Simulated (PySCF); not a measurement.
Job file and geometry (Å, from GFN2-xTB) of an NMR shielding run on SMILES C1C[C@H](C=O)B(Cl)C1, C5H8BClO, PySCF 2.14.0, density-fitted response routines, GIAO PBE0/pcSseg-1 NMR shielding, non-relativistic, gas phase; density fitting, a coarse starting grid and PySCF grid level 2 are the driver's defaults:

```
$ OMP_NUM_THREADS=1 python probes_run.py task.json out

{"job": {"kind": "nmr", "xc": "PBE0", "basis": "pcSseg-1"}, "charge": 0, "multiplicity": 1}
O     -2.289342     0.701119    -1.519104
C     -1.896286     1.072264    -0.447516
C     -0.842190     0.400204     0.374401
C     -0.535658    -1.039447    -0.074765
C      0.945428    -1.281705     0.221042
C      1.652971     0.044823    -0.102469
B      0.576502     1.148211     0.243362
Cl     0.825625     2.807197     0.436544
H     -2.283511     2.004026     0.010618
H     -1.167172     0.433775     1.418994
H     -1.176631    -1.767115     0.421214
H     -0.718553    -1.101672    -1.148648
H      1.075035    -1.508226     1.280714
H      1.340869    -2.117460    -0.354147
H      2.614676     0.129412     0.402483
H      1.870637     0.083539    -1.174136
```

**Question.** What does the program print?

**Answer.** 
```
coarse grid: 14192 points
cycle   1  E = -754.9171836661  dE =  1.197e+00  |g| = 8.008e-01  |ddm| = 3.595e+00
cycle   2  E = -754.5163985496  dE =  4.008e-01  |g| = 1.633e+00  |ddm| = 2.344e+00
cycle   3  E = -755.0450770277  dE = -5.287e-01  |g| = 1.814e-01  |ddm| = 1.843e+00
cycle   4  E = -755.0518964238  dE = -6.819e-03  |g| = 7.226e-02  |ddm| = 2.189e-01
cycle   5  E = -755.0530479518  dE = -1.152e-03  |g| = 1.709e-02  |ddm| = 7.488e-02
cycle   6  E = -755.0531099534  dE = -6.200e-05  |g| = 5.001e-03  |ddm| = 2.005e-02
cycle   7  E = -755.0531155444  dE = -5.591e-06  |g| = 1.349e-03  |ddm| = 6.002e-03
final grid: 133184 points
cycle   8  E = -755.1090943977  dE = -2.570e-05  |g| = 1.332e-02  |ddm| = 2.829e-02
cycle   9  E = -755.1090085111  dE =  8.589e-05  |g| = 2.496e-02  |ddm| = 2.881e-02
cycle  10  E = -755.1091288002  dE = -1.203e-04  |g| = 2.606e-03  |ddm| = 2.039e-02
cycle  11  E = -755.1091302136  dE = -1.413e-06  |g| = 3.292e-04  |ddm| = 2.335e-03
cycle  12  E = -755.1091302346  dE = -2.109e-08  |g| = 1.081e-04  |ddm| = 3.912e-04
cycle  13  E = -755.1091302372  dE = -2.570e-09  |g| = 2.842e-05  |ddm| = 1.241e-04
cycle  14  E = -755.1091302374  dE = -2.144e-10  |g| = 7.474e-06  |ddm| = 3.402e-05
converged SCF energy = -755.1091302374

GIAO shielding tensors (ppm)
atom      isotropic    diamagn.    paramagn.     s11        s22        s33       span
  0 O     -340.485     400.316    -740.801   -968.416   -431.821    378.782   1347.197
  1 C      -16.993     245.172    -262.164   -107.580    -39.079     95.681    203.261
  2 C      120.992     257.315    -136.324     88.935    128.648    145.391     56.456
  3 C      159.027     247.617     -88.590    132.768    165.306    179.007     46.239
  4 C      159.276     248.419     -89.143    138.348    166.475    173.004     34.656
  5 C      154.621     253.030     -98.409    143.707    149.743    170.414     26.708
  6 B       20.555     189.070    -168.515    -33.803      8.093     87.376    121.179
  7 Cl     696.162    1147.960    -451.798    402.876    606.177   1079.433    676.557
  8 H       21.404      27.018      -5.614     18.348     20.661     25.202      6.854
  9 H       28.850      31.897      -3.047     24.059     29.597     32.894      8.835
 10 H       29.869      30.869      -1.000     25.194     27.612     36.801     11.607
 11 H       28.853      31.769      -2.915     23.763     27.958     34.839     11.075
 12 H       30.132      31.104      -0.972     25.700     28.379     36.317     10.616
 13 H       29.628      30.120      -0.492     24.884     27.439     36.561     11.677
 14 H       30.205      29.713       0.492     25.529     29.269     35.819     10.290
 15 H       30.504      30.336       0.168     26.026     29.298     36.188     10.162
```

Size and cost of the density-fitted run: 183 basis functions, 53 s wall time on 1 thread of an Arm Neoverse N1, shared host; peak memory 0.83 GiB.
